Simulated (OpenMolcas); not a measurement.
# Mo²⁺: the spin-orbit constant, worked from levels

| Property | Result |
| --- | --- |
| Program | OpenMolcas |
| Basis | ANO-R2 [7s5p4d2f1g] |
| Scalar Hamiltonian | X2C, finite nucleus |
| Active space | 10 electrons in 8 orbitals (RAS1 4p, at most 2 holes; RAS2 4d) |
| State averaging | 2S+1 = 5 even, 5 roots; 2S+1 = 3 even, 45 roots; 2S+1 = 1 even, 50 roots |
| Spin-orbit coupling | RASSI with atomic mean-field integrals over the reference wave functions, term energies averaged over their components |

Methods: RASSCF; MS-RASPT2, IPEA 0.25 Eh, imaginary shift 0.1 Eh (closed shells correlated: 4s). Measured levels: Sugar and Musgrove, J. Phys. Chem. Ref. Data 17, 155 (1988).

**The spin-orbit constant.** For the Hund term 5D of d4, E(J) = (A/2) J(J+1) + constant and ζ = 2S·A = 4A. From J = 0 to J = 4 the energy changes by 10 A.

```csv
Source,E(4) - E(0),A,ζ
RASSCF,1930.3,193.0,772
MS-RASPT2,1937.9,193.8,775
measured,1872.3,187.2,749
```

All in cm-1. MS-RASPT2 is off by +3.5 % and RASSCF by +3.1 %. Both methods take the spin-orbit matrix elements from the reference wave functions, so the second can move ζ only through the term energies and any multistate remixing. Second-order mixing with other terms is absorbed into this ζ.

Term energies are means over components that CASPT2 splits; among the terms shown or strongly mixed into the levels shown the widest spread is 85 cm-1 (4d4 5D, MS-RASPT2). Active for correlation alone: 4p; no level in the range computed is led by a configuration that opens it, so any true level of that kind is missing. Without dynamic correlation excited terms often stand tens of per cent too high (terms of higher spin than the ground term too low), and those without a measured partner can miss by more than the paired ones (holds for RASSCF). Measured partners are found by configuration, term and J. A level has none where our copy of the source lacks it or the pairing is in doubt (some pairs that miss far off the trend of their configuration count as doubtful), and it then counts in no deviation. Only configurations of the active space appear.
